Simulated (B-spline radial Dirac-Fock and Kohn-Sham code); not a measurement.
## Sc 3d5/2: cross section and angular parameters

System: neutral scandium, 1s2 2s2 2p6 3s2 3p6 3d1 4s2; threshold 6.33 eV (orbital energy of the model). The computed values come from a radial finite-basis atomic code: Dirac-Hartree-Slater photoionisation with a Latter tail; cross sections with all multipoles, angular parameters from the dipole term and its interference with E2.

Input of the calculation (task.json; shells as n, l, electrons):

```json
{"items": [{
  "Z": 21,
  "q": 0,
  "cfg": [[1, 0, 2], [2, 0, 2], [2, 1, 6], [3, 0, 2], [3, 1, 6], [3, 2, 1], [4, 0, 2]],
  "A": 45,
  "rrms": 3.5459,
  "do": "xps",
  "hv": [69.8, 76.3, 82.8, 83.5, 89.2, 142.0, 150, 200, 204.0, 332.0, 345.0, 354.0, 362.0, 368.0, 400, 407.0, 439.0, 558.0, 574.0, 714.0, 910.0, 1190.0, 1660.0, 2000, 2850.0, 2984.4, 5414.7, 6000, 7850.0, 15000],
  "edges": {"K": 4492.0, "L1": 498.0, "L2": 403.6, "L3": 398.7}
}]}
```

Launch: `python xray2_run.py task.json out`

```tsv
hν (eV)	σ (kb)	β	γ	δ
69.8	452	0.960	0.026	0.014
76.3	374	1.005	0.030	0.015
82.8	312	1.045	0.035	0.016
83.5	306	1.049	0.036	0.016
89.2	262	1.079	0.040	0.017
142	81.6	1.236	0.087	0.023
150	70.2	1.247	0.094	0.023
200	31.1	1.278	0.138	0.028
204	29.3	1.278	0.141	0.028
332	6.61	1.226	0.232	0.038
345	5.85	1.217	0.239	0.039
354	5.39	1.211	0.245	0.040
362	5.01	1.205	0.249	0.041
368	4.76	1.201	0.253	0.041
400	3.63	1.178	0.270	0.044
407	3.43	1.173	0.273	0.044
439	2.68	1.150	0.289	0.047
558	1.20	1.066	0.339	0.057
574	1.09	1.055	0.345	0.058
714	0.509	0.970	0.391	0.070
910	0.214	0.873	0.441	0.087
1190	0.0792	0.770	0.499	0.111
1660	0.0220	0.651	0.577	0.149
2000	0.0105	0.586	0.622	0.175
2850	0.00241	0.469	0.685	0.235
2984.4	?	?	?	?
5414.7	0.000155	0.338	0.744	0.380
6000	9.94e-05	0.325	0.759	0.409
7850	3.02e-05	0.282	0.800	0.497
15000	1.54e-06	0.177	0.775	0.768
```

Q: Give the values at Ag Lα (2984.4 eV).

A: σ = 0.00199 kb, β = 0.455, γ = 0.690, δ = 0.244.
